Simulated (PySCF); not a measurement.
Species: C3H10NOSi (doublet state).
Geometry (GFN2-xTB, Å), atoms numbered from 1 in this order:
```xyz
16
C3H10NOSi angstrom
C     -1.7946   -0.6709    0.0782
C     -0.5135   -1.2786    0.6436
Si     1.0241   -0.8322   -0.4110
O      0.8814   -1.3180   -1.9630
N      1.1135    0.9023   -0.4677
C      1.1852    1.7459    0.6976
H     -2.6452   -0.9112    0.7156
H     -1.9982   -1.0604   -0.9176
H     -1.7117    0.4118    0.0142
H     -0.6211   -2.3622    0.6936
H     -0.3730   -0.9334    1.6678
H      0.2455   -0.8987   -2.5469
H      1.6208    1.3032   -1.2449
H      0.6018    1.2964    1.4974
H      2.2111    1.8844    1.0581
H      0.7664    2.7304    0.4734
```

The hyperfine couplings belong to this conformer and change with its torsions.

The species is `N([Si](O)CC)C` [radical].

Theory: PySCF 2.14.0, UKS B3LYP, pcH-1 on C H N O Si, non-relativistic, mean-field spin-orbit, GIAO. Isolated species at its GFN2-xTB geometry (one conformer only). The geometry wasn't refined by DFT: couplings that depend on bond lengths, twists or pyramidal angles can differ widely from those at the functional's own minimum, by a factor of two or more for some ions and for spin on atoms past the first row. The SCF solution wasn't tested for stability.

Q: The isotropic 13C couplings are +102.7, +9.6, -4.1 MHz. Assign them to C1; C2; C6.

A: 
| site | a_iso (MHz) | ρ(0) (bohr⁻³) | position | distance from Si3 (Å) | spin population | largest \|T\| (MHz) |
| --- | --- | --- | --- | --- | --- | --- |
| C1 | +9.6 | +0.0085 | 2 bonds from Si3 | 2.87 | +0.01 | 4.9 |
| C2 | +102.7 | +0.0914 | 1 bond from Si3 | 1.92 | +0.07 | 20.7 |
| C6 | -4.1 | -0.0037 | 2 bonds from Si3 | 2.81 | -0.01 | 1.5 |

ρ(0) is the spin density at the nucleus and T the dipolar tensor; a_iso includes a spin–orbit part; entries for several nuclei are means. The Mulliken spin populations are largest on Si3 (+0.76), N5 (+0.13) and C2 (+0.07). Si3 is the only atom above +0.15. The angles at Si3 add up to 325.2°, so it is pyramidal.

Nuclei that the bonding pattern makes equivalent are averaged, as if the motion that swaps them (rotation, inversion, ring flip) were fast. The three 1H nuclei of mean +5.3 MHz run from -0.3 to 16.2 MHz in the frozen geometry. The three 1H nuclei of mean +6.8 MHz run from 0.6 to 10.0 MHz in the frozen geometry.
